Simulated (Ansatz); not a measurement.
Geometry optimisation, RKS B3LYP-D4/def2-mTZVP in Ansatz.

Input file:

```yaml
crystal:
  periodic: [false, false, false]
  atoms:
    - { symbol: Sn, position_ang: [0.0, 0.0, 0.0] }
    - { symbol: H, position_ang: [0.0, 0.0, 1.74] }
    - { symbol: C, position_ang: [2.0274, 0.0, -0.716] }
    - { symbol: H, position_ang: [2.3751, -1.0463, -0.8441] }
    - { symbol: H, position_ang: [2.076, 0.5276, -1.6913] }
    - { symbol: H, position_ang: [2.6794, 0.5187, 0.0175] }
    - { symbol: O, position_ang: [-0.9232, 1.5994, -0.6527] }
    - { symbol: H, position_ang: [-1.881, 1.3686, -0.8751] }
    - { symbol: C, position_ang: [-1.0126, -1.7544, -0.716] }
    - { symbol: H, position_ang: [-1.5123, -2.2661, 0.1329] }
    - { symbol: H, position_ang: [-1.7727, -1.4617, -1.4701] }
    - { symbol: H, position_ang: [-0.2768, -2.4431, -1.1811] }
basis:
  gaussian: { orbitals: def2-mTZVP }
hamiltonian:
  xc: b3lyp
  dispersion: d4
relax:
  f_tol: 0.02
  max_steps: 40
```

Launched with:

```bash
$ ansatz run input.yaml --threads 2 --pin off --max-ram 3072MiB --backend cpu --events-out ev --progress --plain --runs-dir out
```

Q: Where does it end, and by what steps?

A: The run converged. The force dipped under the threshold on the way, but the program's further checks kept it going. After 22 steps the energy has fallen by 0.196 eV; H8 moved furthest, 0.87 Å.

```
step  energy less start (eV)  largest force component (eV/Å)  accepted
   0                  0.0000                           2.282       yes
   1                 -0.1170                           0.939       yes
   2                 -0.1548                           0.848       yes
   3                 -0.1662                           0.575       yes
   4                 -0.1754                           0.325       yes
   5                 -0.1834                           0.025       yes
   6                 -0.1416                           1.686        no
   7                 -0.1869                           0.038       yes
   8                 -0.1876                           0.354       yes
   9                 -0.1902                           0.111       yes
  10                 -0.1843                           0.288        no
  11                 -0.1908                           0.009       yes
  12                 -0.1923                           0.072       yes
  13                 -0.1922                           0.188        no
  14                 -0.1923                           0.079        no
  15                 -0.1929                           0.010       yes
  16                 -0.1940                           0.042       yes
  17                 -0.1935                           0.165        no
  18                 -0.1934                           0.241        no
  19                 -0.1945                           0.012       yes
  20                 -0.1952                           0.028       yes
  21                 -0.1945                           0.145        no
  22                 -0.1957                           0.019       yes
```

```xyz
12
Properties=species:S:1:pos:R:3
Sn 0.016 -0.153 0.002
H -0.047 -0.089 1.729
C 2.005 0.065 -0.791
H 2.589 -0.842 -0.636
H 1.946 0.267 -1.860
H 2.511 0.899 -0.306
O -0.910 1.485 -0.705
H -1.644 1.789 -0.155
C -1.034 -1.872 -0.779
H -1.989 -2.000 -0.268
H -1.222 -1.728 -1.842
H -0.442 -2.779 -0.645
```

Whether the end is a true minimum wasn't checked by a vibrational analysis.

The run took 4.7 min on 2 threads of Intel(R) Xeon(R) Processor @ 2.50GHz (Skylake/Cascade Lake), with other jobs on the host, peak memory 0.31 GiB.
